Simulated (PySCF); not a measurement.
# Vertical excitation energies

Compound: C5H5O3P.
SMILES: `COC(=O)c1occp1`

Computed, not measured: TDDFT CAM-B3LYP/def2-SVPD, vertical, gas phase, core orbitals frozen in the response in PySCF 2.14.0, density-fitted response routines. Isolated species at its GFN2-xTB geometry (one conformer only). Torsions of this conformer, `[CH3:1][O:2][C:3](=[O:4])[c:5]1[o:6][cH:7][cH:8][p:9]1`: C1–O2–C3–O4 -1°, O2–C3–C5–O6 179°.

| state | E (eV) | ν̃ (cm⁻¹) | f | main configurations (H = HOMO, L = LUMO) |
| --- | --- | --- | --- | --- |
| S1 | 4.68 | 37760 | 0.244 | H→L (96%) |
| S2 | 4.86 | 39220 | 0.0026 | H-2→L (92%) |
| S3 | 5.33 | 43010 | 0.013 | H-3→L (97%) |
| S4 | 5.58 | 45030 | 0.032 | H-1→L (86%), H→L+1 (11%) |
| S5 | 6.47 | 52150 | 0.018 | H-4→L (83%), H→L+1 (12%) |
| S6 | 6.74 | 54400 | 0.236 | H→L+1 (70%), H-4→L (13%) |
| S7 | 6.88 | 55480 | 0.0046 | H→L+2 (50%), H→L+3 (21%), H→L+4 (9%) |
| S8 | 6.89 | 55590 | 0.0025 | H→L+4 (34%), H→L+2 (32%), H-6→L (9%) |

Triplets (Tamm–Dancoff): T1 2.80 eV, H→L (94%); T2 4.37 eV, H-3→L (59%), H-2→L (34%); T3 4.47 eV, H-1→L (82%), H→L+1 (8%).

The lowest singlet comes at 265 nm (452 kJ/mol) in the ultraviolet; it is strong; its leading configuration is HOMO→LUMO (96%). The lowest level is also the most intense of those listed (f = 0.244). Löwdin shares by element: HOMO carbon 47% or more, phosphorus 21%, oxygen 8% or more (atoms not listed hold the other 24%); LUMO phosphorus 31%, carbon 29% or more, oxygen 11% or more (atoms not listed hold the other 30%). Of the 8 states listed, 5 reach f = 0.01 and none stays under 0.0005. Orbital energies (eV): HOMO-3 -9.96, HOMO-2 -9.76, HOMO-1 -9.69, HOMO -8.49, LUMO -1.08, LUMO+1 1.16, LUMO+2 1.21. Weighted by f, the mean energy of these states is 5.72 eV. No computed singlet lies in the visible range (380 to 750 nm); the lowest, at 265 nm, stands 1.42 eV above its violet end (3.26 eV); a Tamm–Dancoff triplet lies at 443 nm, without intensity as long as spin–orbit coupling is left out. The window holds the lowest 8 singlets.

Hardware: one thread, Arm Neoverse V1 (aarch64), shared host. Cost: 62 s (with the writing of density and orbital grids), 1.1 GiB resident at most.
